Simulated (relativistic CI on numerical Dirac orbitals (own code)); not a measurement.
Computed by Dirac-Coulomb-Breit CI, separate exchange-only KLI orbitals for each configuration, a model potential for QED, unscaled Slater integrals (own radial code, finite nucleus).

The strongest absorption lines from the ground level of an ion, among the configurations computed and to levels below about 68300 eV (vacuum wavelength in Å, gf): 0.1816 (0.0091), 0.1837 (0.016), 0.1879 (0.033), 0.1883 (0.015), 0.1975 (0.09), 0.1987 (0.042), 0.2310 (0.44), 0.2366 (0.24).

**Question.** Which ion is it?
A. Yb68+
B. Yb66+
C. Ce56+
D. Gd62+

**Answer.** A. Yb68+ has 2 electrons and the ground level 1s2 1S_0; the strongest line goes to 1s 2p 1P°_1. The pattern of lines fixes the number of electrons, and along that sequence the line energies rise steadily with the charge (about as its square where n changes within one kind of shell, about linearly where n is kept but much faster in heavy ions where fine structure, which grows about as Z⁴, sets the gap, and irregularly where shells cross), which fixes Z. Configurations outside the model, such as inner-shell arrays, can give stronger lines. At this charge energies of transitions that change n are usually good to better than 1 %, and those within a shell (Δn = 0) to a few per cent.

LS names give the leading component of a level, which can be under half, so a name can repeat, a term be missing and a line seem to break the LS rules.
